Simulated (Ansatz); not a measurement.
Consider the cleavage of the P–Si bond: `C[SiH](O)P` + `N[SiH3]` → `[SiH3]NP` + `C[SiH2]O`.

Computed with Ansatz on PBE0-D4/def2-TZVP structures; ΔE is electronic, products minus reactants. CCSD(T)/CBS is the MP2 limit (def2-TZVPP, def2-QZVPP) plus CCSD(T) − MP2 in def2-TZVPP, frozen cores. This one scheme is used for every species. Functionals use def2-TZVPP. Each species was taken in one conformer, which may not be the lowest.

CCSD(T)/CBS gives +0.42 eV.

**Question.** Another level gave +0.49 eV. Which?
A. SCS-MP2/def2-TZVPP
B. HF/def2-TZVPP
C. r2SCAN/def2-TZVPP
D. B2PLYP/def2-TZVPP

**Answer.** C. r2SCAN 0.49, B2PLYP 0.38, SCS-MP2/def2-TZVPP 0.33, HF/def2-TZVPP 0.22 eV.

Largest T1 diagnostic among the species: 0.012.

In def2-TZVPP, CCSD(T) changes the Hartree–Fock value by +0.19 eV (the triples alone add +0.03 eV) and MP2 by +0.19 eV. From PBE to PBE0 (25 % exact exchange), in def2-TZVPP and without D4, ΔE moves by −0.04 eV.
